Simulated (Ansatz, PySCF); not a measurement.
Spin states of H4Mo (SMILES [MoH4]), each relaxed with B3LYP-D3(BJ)/def2-TZVP.
State 1 (charge 0, multiplicity 3):
| atom | x (Å) | y (Å) | z (Å) |
|---|---|---|---|
| Mo | -0.0108 | 0.0060 | -0.0115 |
| H | 1.2109 | -0.2388 | 1.1350 |
| H | -1.2117 | 1.0015 | 0.6471 |
| H | -0.6873 | -1.4853 | -0.4421 |
| H | 0.6450 | 0.7464 | -1.3857 |
State 2 (charge 0, multiplicity 1):
```xyz
5

Mo     0.037    -0.145     0.050
H      1.268    -0.321     1.199
H     -1.025     1.140     0.308
H     -0.683    -1.601    -0.427
H      0.350     0.956    -1.188
```

```json
[
 {"level": "PBE/def2-TZVPP", "energy of the multiplicity-1 state less that of the multiplicity-3 state (eV)": "1.433", "cost": "×1"},
 {"level": "PBE-D3(BJ)/def2-TZVPP", "energy of the multiplicity-1 state less that of the multiplicity-3 state (eV)": "1.433", "cost": "×1"},
 {"level": "BLYP-D4/def2-TZVPP", "energy of the multiplicity-1 state less that of the multiplicity-3 state (eV)": "1.337", "cost": "×1"},
 {"level": "r2SCAN/def2-TZVPP", "energy of the multiplicity-1 state less that of the multiplicity-3 state (eV)": "1.716", "cost": "×2"},
 {"level": "r2SCAN-D3(BJ)/def2-TZVPP", "energy of the multiplicity-1 state less that of the multiplicity-3 state (eV)": "1.716", "cost": "×2"},
 {"level": "r2SCAN-D4/def2-TZVPP", "energy of the multiplicity-1 state less that of the multiplicity-3 state (eV)": "1.716", "cost": "×2"},
 {"level": "B97M-V/def2-TZVPP", "energy of the multiplicity-1 state less that of the multiplicity-3 state (eV)": "1.604", "cost": "×3"},
 {"level": "B3LYP-D3(BJ)/def2-TZVPP", "energy of the multiplicity-1 state less that of the multiplicity-3 state (eV)": "1.395", "cost": "×1"},
 {"level": "PBE0-D3(BJ)/def2-TZVPP", "energy of the multiplicity-1 state less that of the multiplicity-3 state (eV)": "1.532", "cost": "×2"},
 {"level": "BHLYP/def2-TZVPP", "energy of the multiplicity-1 state less that of the multiplicity-3 state (eV)": "1.534", "cost": "×1"},
 {"level": "BHLYP-D4/def2-TZVPP", "energy of the multiplicity-1 state less that of the multiplicity-3 state (eV)": "1.534", "cost": "×1"},
 {"level": "CAM-B3LYP-D4/def2-TZVPP", "energy of the multiplicity-1 state less that of the multiplicity-3 state (eV)": "1.405", "cost": "×1"},
 {"level": "B2PLYP-D4/def2-TZVPP", "energy of the multiplicity-1 state less that of the multiplicity-3 state (eV)": "1.397", "cost": "×2"},
 {"level": "CCSD(T)/CBS(def2-SVP, def2-TZVPP)", "energy of the multiplicity-1 state less that of the multiplicity-3 state (eV)": "1.291", "cost": "×10"}
]
```

The rows run from 1.291 (CCSD(T)/CBS(def2-SVP, def2-TZVPP)) to 1.716 eV (r2SCAN-D4/def2-TZVPP). The dispersion term adds 0.000 in PBE-D3(BJ), 0.000 in r2SCAN-D3(BJ), 0.000 in r2SCAN-D4. The 4 functionals in def2-TZVPP without D3 or D4 span 0.283, from PBE to r2SCAN.

Singlets are restricted, other states unrestricted; no spin–orbit coupling, no relativity up to Kr; see below for the cores. The largest T1 diagnostic is 0.033.

Correlated levels freeze the inner cores; with def2 sets outer-core shells near the valence are correlated too. CBS: X⁻³ extrapolation of the correlation energy, Hartree–Fock from the larger set.

Doubts at one or more of the structures used: a restricted determinant that unrestricted orbitals would lower (B2PLYP-D4/def2-TZVPP, CCSD(T)/CBS(def2-SVP, def2-TZVPP)).

Run with Ansatz (a first-principles code); PySCF for the dispersion terms.  In def2 rows elements past Kr take small-core potentials, without spin–orbit coupling.

Costs are rough ratios of core time to PBE/def2-TZVPP (about 4 s over the structures, on one shared machine); a dash marks a level with no comparable run of its own.
